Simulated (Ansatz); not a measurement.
Species: CHBr2Cl, charge 0, singlet. CHBr2Cl (dibromo(chloro)methane, SMILES ClC(Br)Br).
B3LYP-D3(BJ)/def2-TZVP minimum from Ansatz (an electronic-structure program):
```xyz
5

Cl     1.9333    -0.7414    -0.1343
C      0.3916    -0.1517     0.4883
Br     0.0681     1.7000    -0.0273
Br    -1.0865    -1.3090    -0.0360
H      0.4293    -0.1693     1.5677
```

Atomisation energy term by term, kcal/mol (programs: Ansatz). Radicals and triplets start from unrestricted determinants; spin-orbit coupling is neglected. Correlated methods leave the cores frozen (noble-gas shells, and filled d and f shells in the p block). No relativity. CBS(X,Y): correlation extrapolated as X^-3, Hartree-Fock from the larger set. A bracket is a step between two methods taken in the basis named. Where a partner has so few electrons that a lower coupled-cluster level is exact, that level stands in. Spin-orbit terms, left out, reach several kcal/mol for Br and I, and more for heavier atoms.

```json
[
 {"term": "Hartree-Fock", "basis": "def2-QZVPP", "kcal/mol": "199.70"},
 {"term": "CCSD correlation", "basis": "CBS(def2-TZVPP,def2-QZVPP)", "kcal/mol": "107.09"},
 {"term": "(T)", "basis": "CBS(def2-TZVPP,def2-QZVPP)", "kcal/mol": "12.22"},
 {"term": "CCSDT(Q) - CCSD(T)", "basis": "def2-SVP", "kcal/mol": "0.42"},
 {"term": "sum: De", "basis": "", "kcal/mol": "319.4"}
]
```
